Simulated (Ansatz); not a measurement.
Basis-set extrapolation for C2H4FNOSi, SMILES `N#CC(O)(F)[SiH3]` (PBE0-D4/def2-TZVP geometry, frozen core, the Gaussian-basis code of Ansatz). Multiplicity 1, RHF reference.

```
                      def2-TZVPP   def2-QZVPP
                 HF  -595.853033  -595.874891
    MP2 correlation    -1.107180    -1.192892
CCSD(T) correlation    -1.180244      not run
```

Energies in hartree. Use E(X) = E(∞) + A·exp(−7.88·√X) for Hartree–Fock and E(X) = E(∞) + B·X^(−2.97) for correlation, with X = 3 and 4, and add CCSD(T) minus MP2 of the smaller set to the MP2 limit.

Question: What is the CCSD(T) energy at the basis-set limit?

Answer: HF limit: -595.874891 + (-0.021858) × 0.13774 = -595.87790. MP2 limit: -1.192892 + (-0.085712) × 0.74074 = -1.25638. Higher-order term: -1.180244 − (-1.107180) = -0.07306. Total: -597.20734 hartree, 457.0 kJ/mol below CCSD(T)/def2-TZVPP.
